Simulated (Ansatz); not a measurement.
A search over several starts for the lowest SCF solution of the cluster Ir4 at the given spin, in a small basis.

```yaml
crystal:
  periodic: [false, false, false]
  atoms:
    - {symbol: Ir, position_ang: [-0.546284, -0.897728, 0.801949]}
    - {symbol: Ir, position_ang: [1.723867, -0.065619, 0.854770]}
    - {symbol: Ir, position_ang: [-1.225345, -0.292004, -1.453735]}
    - {symbol: Ir, position_ang: [0.047762, 1.255350, -0.202983]}
basis:
  gaussian: {orbitals: def2-SVP, initial_orbitals: start.molden}
magnetization: {spin_polarized: true, initial_magnetization: 2}
hamiltonian: {xc: pbe0, dispersion: d4}
output: {orbitals: {seedname: orbitals}}
```

The file start.molden holds the orbitals of an earlier run on this structure, at another level or in another basis.

```sh
$ ansatz run in.yaml --threads 4 --pin off --events-out ev --progress --plain --max-ram 3916MiB
```

It prints (some lines left out):

```
Functional definition: PBE0
1280 factors; integrals over basis functions are off by at most 5.7e-4 eV
mean field evaluation 1: about -11352.2501 eV, gradient 3.5e0 eV
mean field evaluation 2: about -11352.4288 eV, gradient 5.7e-1 eV
mean field evaluation 4: about -11352.7682 eV, gradient 2.6e-1 eV
mean field evaluation 8: about -11352.7708 eV, gradient 8.6e-3 eV
mean field evaluation 16: about -11352.7708 eV, gradient 1.4e-5 eV
mean field evaluation 32: about -11352.6955 eV, gradient 3.2e-1 eV
mean field evaluation 64: about -11326.8648 eV, gradient 4.3e2 eV
mean field evaluation 96: about -11318.4276 eV, gradient 3.9e2 eV
mean field evaluation 128: about -11318.3157 eV, gradient 3.9e2 eV
mean field evaluation 160: about -11303.3130 eV, gradient 3.5e2 eV
mean field evaluation 192: about -11315.8570 eV, gradient 3.8e2 eV
mean field evaluation 224: about -11321.6541 eV, gradient 4.0e2 eV
mean field evaluation 256: about -11351.6340 eV, gradient 2.1e0 eV
mean field evaluation 288: about -11352.7252 eV, gradient 6.2e-1 eV
mean field evaluation 320: about -11352.6840 eV, gradient 3.4e-1 eV
mean field evaluation 352: about -11352.4777 eV, gradient 1.1e0 eV
mean field evaluation 384: about -11352.7526 eV, gradient 7.7e-1 eV
mean field evaluation 416: about -11352.6933 eV, gradient 2.7e-1 eV
mean field evaluation 448: about -11352.7124 eV, gradient 5.4e-1 eV
mean field -11352.77084268 eV, -417.2066332840 hartree, gradient 5.4e-6 eV, S^2 2.717581; 14 other end points of the search recorded, 0 dependent functions left out
reference -11352.77087100 eV, -417.2066343249 hartree; 35, 33 occupied and 93, 95 virtual orbitals, 1280 factors
Total energy: -11352.99582720 eV, -417.2149013125 hartree
```

It took 2.2 min on 4 threads of Arm Neoverse V1 on a shared host, peak host memory 0.66 GiB.

Other converged states that the search met: 0.01 eV higher (⟨S²⟩ = 2.69), 0.05 eV higher (⟨S²⟩ = 3.46), 0.06 eV higher (⟨S²⟩ = 3.48).

In the def2 sets Ir takes a core potential; there is no spin–orbit coupling. The charge 0 triplet is spin-contaminated (final ⟨S²⟩ up to 2.72, 2.00 for a pure state). The geometry of the triplet was relaxed on an unsound state (⟨S²⟩ 2.84, where a pure state has 2.00). At PBE0-D4/def2-TZVP a quintet of charge 0 lies 0.14 eV below the triplet, each at its own geometry. That quintet is doubtful there (⟨S²⟩ 6.42, where a pure state has 6.00). The structure comes from a short search, and lower isomers may exist.
